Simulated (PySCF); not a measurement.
# Electron correlation in Ne²⁺ (neon, charge +2)

[He] 2s2 2p3 3s1, high-spin 5S determinant (an excited configuration). Calculation: PySCF 2.14, in aug-cc-pVDZ-DK (4s3p2d, 23 functions); the spin-free X2C one-electron Hamiltonian (Gaussian nucleus). Frozen: 1s2; 6 electrons correlated.

| level | correlation energy (mhartree) |
| --- | --- |
| CCSD | -95.81 |
| (T) | -0.68 |
| CCSD(T) | -96.49 |
| CCSDT | -96.57 |

Diagnostics: T1 = 0.0037, D1 = 0.0097, largest double amplitude 0.038.

Q: Is a single reference adequate?

A: Yes: T1 lies below 0.03 and no double amplitude reaches 0.07.
